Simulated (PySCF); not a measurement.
C6H10, SMILES CC=C=CCC.

Geometry optimised at PBE0-D3(BJ)/def2-SVP. The structure was generated by enumeration; whether it is a known compound was not checked. Other conformers were not sampled.

Two levels are set side by side: TDA-PBE/def2-SVPD (PySCF) and TDA-PBE0/def2-SVPD (PySCF). Vertical, same geometry. The lowest singlet is HOMO→LUMO 73 %, HOMO−1→LUMO+1 23 % with PBE and HOMO→LUMO 63 %, HOMO−1→LUMO+1 28 % with the other functional; states are paired by order. Differences are taken from unrounded values.

```csv
quantity,TDA-PBE0
lowest singlet excitation (eV),5.73
lowest triplet excitation (TDA) (eV),4.43
first bright state (f over 0.05) (eV),7.19
its oscillator strength,0.19
```

Q: What does TDA-PBE give, and how far is it from TDA-PBE0? (The exact figures need the calculation; the answer reports its results.)

A: 
```json
[
 {"quantity": "lowest singlet excitation (eV)", "TDA-PBE": "5.47", "TDA-PBE minus TDA-PBE0": "-0.27"},
 {"quantity": "lowest triplet excitation (TDA) (eV)", "TDA-PBE": "4.50", "TDA-PBE minus TDA-PBE0": "0.07"},
 {"quantity": "first bright state (f over 0.05) (eV)", "TDA-PBE": "6.49", "TDA-PBE minus TDA-PBE0": "-0.70"},
 {"quantity": "its oscillator strength", "TDA-PBE": "0.18", "TDA-PBE minus TDA-PBE0": "-0.01"}
]
```

Functionals without exact exchange tend to place singlet excitations lower, as here. Differences between two approximate levels are no errors against the true value.

Rough cost on one machine, each run with all the roots and properties that it gave: TDA-PBE0 against TDA-PBE about 2 times.
